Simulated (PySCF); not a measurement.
The numbers are results of PBE-D3(BJ)/def2-TZVP // ωB97X-D3(BJ)/def2-TZVP run with PySCF 2.14.0, not measurements. All species are isolated molecules in the gas phase. Excitations are Tamm–Dancoff values on a coarser integration grid. The basis has no diffuse functions, so Rydberg states are missing or too high.

Reference species (SMILES): `F/[SiH]=[SiH]/F` (neutral, multiplicity 1).

HOMO–LUMO gap: 2.32 eV
T1 excitation (TDA): 1.50 eV
LUMO: -3.15 eV

Changed species: `F/[SiH]=[SiH]\F`.

Q: Give the shifts of the HOMO–LUMO gap, T1 excitation (TDA) and LUMO.

A: the HOMO–LUMO gap increases by 0.06 eV, to 2.38 eV; the T1 excitation (TDA) increases by 0.07 eV, to 1.57 eV; the LUMO falls by 0.03 eV, to -3.18 eV.
